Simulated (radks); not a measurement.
Results of a calculation; reference values are marked as such.
Initial-state core-level shifts of neutral aluminium when its valence configuration changes from [Ne] 3s2 3p1. Code: a radial shooting solver on a logarithmic mesh with Libxc functionals. Model: scalar-relativistic Kohn-Sham, r2SCAN, spin-polarised, spherical densities, finite nucleus; open shells are filled with parallel spins first; meta-GGA in the generalised Kohn-Sham scheme; Fermi nuclear charge, rms radius 3.061 fm. Shifts are changes of the shell-averaged eigenvalues in eV (positive: less bound); the change of the density at the nucleus, which sets a Mossbauer isomer shift, is in e/bohr^3, on a base of 1503.

valence,1s,2s,2p,density at nucleus
3s1.5 3p1.5,-0.668,-0.663,-0.655,-1.4033
3s1 3p2,-1.043,-1.061,-1.037,-2.7784
3s0.5 3p2.5,-2.007,-1.987,-1.957,-4.2893
3p3,-2.962,-2.901,-2.867,-5.7884
